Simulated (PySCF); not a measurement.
Species: C8H8N2.
Cartesian coordinates in Å at the PBE0-D3(BJ)/def2-SVP level; atoms count from 1:
```xyz
18
C8H8N2 angstrom
C      2.0816    2.6228    0.3448
C      1.7765    1.4505    0.2673
C      1.4272    0.0817    0.1773
C      2.2194   -1.0651    0.1895
C      1.3026   -2.1202    0.0684
N      0.0535   -1.6707   -0.0118
N      0.1366   -0.3536    0.0580
C     -1.0356    0.4641   -0.0297
C     -2.3419   -0.0799    0.4491
C     -2.1006    0.1086   -1.0204
H      2.3548    3.6596    0.4131
H      3.3013   -1.1027    0.2776
H      1.4976   -3.1911    0.0371
H     -0.7938    1.5143    0.1428
H     -2.3200   -1.1067    0.8217
H     -3.0157    0.6017    0.9741
H     -2.6023    0.9232   -1.5486
H     -1.9205   -0.7952   -1.6077
```

All values: PBE0/pcSseg-1 (PySCF, non-relativistic), on one gas-phase PBE0-D3(BJ)/def2-SVP geometry that isn't relaxed in the solvent. The solvent is an IEF-PCM continuum (Bondi radii, 1.10 Å for H, scaled by 1.2). Only the electrostatic response of the medium enters.

```csv
run,E − E(gas) (kJ/mol),HOMO (eV),HOMO–LUMO gap (eV),dipole (D)
gas,0.00,-6.83,6.13,1.67
P,-22.60,-6.98,6.15,2.35
Q,-24.10,-6.99,6.15,2.41
```

The runs were made in acetone and water. Which run belongs to which solvent?

P = acetone, Q = water. The dielectric constants are 20.49 (acetone), 78.36 (water), and the energy falls further as ε rises. In this model the ground state sees the solvent through ε alone.

How constant is the ratio of the lowering to (ε − 1)/(2ε + 1)?

| solvent | (ε − 1)/(2ε + 1) | E − E(gas) (kJ/mol) | ratio (kJ/mol) | polarisation term (kJ/mol) |
| --- | --- | --- | --- | --- |
| acetone | 0.464 | -22.60 | -48.7 | -25.56 |
| water | 0.490 | -24.10 | -49.1 | -27.52 |

The ratio changes by +1.0 % in size from acetone to water. The polarisation term is half the interaction of the solute with the induced surface charges.
